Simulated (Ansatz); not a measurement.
Compare A (`CBCN`) with its isomer B (`CB(C)N`).

Gas-phase electronic energies from Ansatz, PBE0-D4/def2-TZVP geometries. CCSD(T)/CBS adds triple-zeta CCSD(T) − MP2 to the extrapolated MP2 energy (def2 sets, frozen cores). DFT in def2-TZVPP. Each species was taken in one conformer, which may not be the lowest.

A:

```xyz
12

C     1.867    0.116    0.171
B     0.465   -0.340   -0.331
C    -0.848    0.277    0.228
N    -2.064   -0.005   -0.512
H     1.855    0.809    1.015
H     2.364    0.623   -0.669
H     2.517   -0.732    0.408
H     0.398   -1.217   -1.155
H    -0.852   -0.094    1.279
H    -0.721    1.363    0.340
H    -2.895    0.170    0.037
H    -2.088   -0.970   -0.811
```

B:

Z-matrix (Å, degrees):
```
C
B 1 1.578
H 1 1.094 2 114.2
H 1 1.095 2 110.6 3 121.7
H 1 1.095 2 110.6 3 -121.7
C 2 1.578 1 120.8 3 -180.0
N 2 1.398 1 119.6 3 0.0
H 6 1.095 2 110.6 1 -58.6
H 6 1.095 2 110.6 1 58.0
H 6 1.094 2 114.2 1 179.7
H 7 1.006 2 123.1 1 -180.0
H 7 1.006 2 123.1 1 0.1
```

Problem. Which isomer does CCSD(T)/CBS put lower? Give the gap. (An estimate is asked.)

Solution. The calculation gave: B, by 223.5 kJ/mol.

Problem. Give E(B) − E(A) in kJ/mol with HF/def2-TZVPP, MP2/def2-TZVPP, PBE-D4, CCSD/def2-TZVPP, LDA (SPW92), CCSD(T)/def2-SVP, ωB97M-V. (Estimate.)

Solution. Computed: HF/def2-TZVPP -214.5, MP2/def2-TZVPP -229.3, PBE-D4 -220.8, CCSD/def2-TZVPP -222.6, LDA (SPW92) -227.1, CCSD(T)/def2-SVP -232.1, ωB97M-V -222.8. None reverses the order clearly.

Problem. Does the order hold for the free energy at 298.15 K (harmonic terms from PBE0-D4)? (An estimate is asked.)

Solution. Ansatz gave: Yes: G(B) − G(A) = -215.6 kJ/mol, for one conformer each.

Largest T1 diagnostic: 0.010.

Leaving LDA and LC-ωPBE aside and taking each functional with its dispersion term where it has one, the values, not all of them listed here, spread over 8.1 kJ/mol, from r2SCANh-D4 to ωB97X-V. LDA lies −7.2 kJ/mol from PBE without D4. At CCSD(T), def2-SVP lies −8.6 kJ/mol from the extrapolated value and def2-TZVPP −0.7 kJ/mol.
